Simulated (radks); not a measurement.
Values are calculated unless marked as measured or tabulated.
Problem. The mean radii <r> (bohr) of the occupied orbitals of an atom or ion are listed with their occupations. Level of theory: scalar-relativistic Kohn-Sham, LDA (Slater exchange, VWN5 correlation), spin-polarised, spherical densities, finite nucleus; Fermi nuclear charge, rms radius of each element as measured or else 0.836 A^(1/3) + 0.57 fm (a radial shooting solver on a logarithmic mesh with Libxc functionals).

orbital  occ.      <r>
1s          2  0.02613
2s          2   0.1122
2p          6  0.09825
3s          2   0.2995
3p          6   0.2973
3d         10   0.2737
4s          2   0.6950
4p          6   0.7399
4d         10   0.8373
5s          2    1.733
5p          6    2.068

Name the element and its charge. Open shells, if any, are filled with parallel spins first.

Solution. Z = 55, caesium, charge +1: Cs+ in [Xe]. The 1s radius gives Z: for a bare nucleus <r> = (2 gamma + 1)/(2Z) with gamma = sqrt(1 - (Z/c)^2), 0.02574 bohr for Z = 55, and screening makes it slightly larger (0.02613 here). The occupations add up to 54, and the charge is Z minus that.
